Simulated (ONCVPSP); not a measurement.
Reading a pseudo-wave (V)

Columns: radius, all-electron u(r) and pseudo u(r) of the 3d shell (level -5.41 eV) of vanadium in the configuration [Ne] 3s2 3p6 3d3 4s2; PW91, non-relativistic, ONCV scheme, ONCVPSP 4.0.1.

| r (bohr) | all-electron | pseudo |
| --- | --- | --- |
| 0.080 | 0.0233 | 0.0037 |
| 0.160 | 0.1127 | 0.0286 |
| 0.240 | 0.2423 | 0.0889 |
| 0.320 | 0.3798 | 0.1892 |
| 0.400 | 0.5055 | 0.3218 |
| 0.480 | 0.6102 | 0.4705 |
| 0.560 | 0.6918 | 0.6154 |
| 0.640 | 0.7511 | 0.7382 |
| 0.720 | 0.7898 | 0.8267 |
| 0.800 | 0.8111 | 0.8768 |
| 0.880 | 0.8181 | 0.8920 |
| 0.960 | 0.8142 | 0.8806 |
| 1.040 | 0.8019 | 0.8525 |
| 1.120 | 0.7837 | 0.8169 |
| 1.200 | 0.7613 | 0.7800 |
| 1.280 | 0.7361 | 0.7448 |
| 1.360 | 0.7092 | 0.7123 |
| 1.440 | 0.6812 | 0.6820 |
| 1.520 | 0.6529 | 0.6530 |
| 1.600 | 0.6246 | 0.6246 |
| 1.680 | 0.5968 | 0.5968 |
| 1.760 | 0.5696 | 0.5696 |
| 1.840 | 0.5432 | 0.5432 |
| 1.920 | 0.5178 | 0.5178 |
| 2.000 | 0.4933 | 0.4933 |
| 2.080 | 0.4699 | 0.4699 |

Task: How many radial nodes do the two functions have?

Result: The all-electron 3d function has n − l − 1 = 0; the pseudo-wave has 0.

Task: At about which radius was the pseudo-wave matched?

Result: 1.60 bohr, where the columns begin to agree (steps of 0.08 bohr).

Task: Where does each function peak?

Result: Outermost all-electron maximum near 0.88 bohr, pseudo maximum near 0.88 bohr (to the table’s step).

Task: Is the pseudo-wave norm-conserving?

Result: Yes: the ONCV scheme keeps the norm inside the radius equal to the all-electron one, which fixes the energy derivative of the logarithmic derivative at the level.
